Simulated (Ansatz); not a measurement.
`CC(C)CB(Cl)Cl` at its PBE0-D4/def2-TZVP geometry, where that method's forces vanish. Charge 0, multiplicity 1.

```xyz
16

C     0.9888    1.5741   -0.0205
C     0.2200    0.3215    0.3727
C    -1.2447    0.6440    0.6324
C     0.3538   -0.7587   -0.7008
B    -0.1501   -2.1910   -0.3610
Cl   -0.6641   -3.2822   -1.6314
Cl   -0.1533   -2.8107    1.2780
H     2.0499    1.3606   -0.1729
H     0.9082    2.3441    0.7510
H     0.5964    1.9949   -0.9518
H     0.6530   -0.0678    1.3013
H    -1.8015   -0.2384    0.9578
H    -1.7215    1.0259   -0.2761
H    -1.3492    1.4065    1.4078
H    -0.1050   -0.4233   -1.6382
H     1.4194   -0.8994   -0.9484
```

(1) What forces (eV/Å) does r2SCAN-D4/def2-TZVPP give on these atoms in Ansatz? (Best estimate.)

## Answers

(1) The calculation gave: 
```
C1   0.080  0.131 -0.030
C2   0.067 -0.009  0.125
C3  -0.142  0.027  0.026
C4  -0.008 -0.109 -0.088
B5   0.023  0.091 -0.024
Cl6 -0.043 -0.092 -0.119
Cl7  0.005 -0.044  0.142
H8  -0.016  0.003 -0.001
H9  -0.001 -0.006 -0.014
H10 -0.001 -0.010  0.008
H11  0.004 -0.004  0.003
H12  0.003  0.008 -0.008
H13  0.009 -0.003  0.005
H14  0.002 -0.008 -0.010
H15  0.009  0.017 -0.007
H16  0.009  0.008 -0.008
```
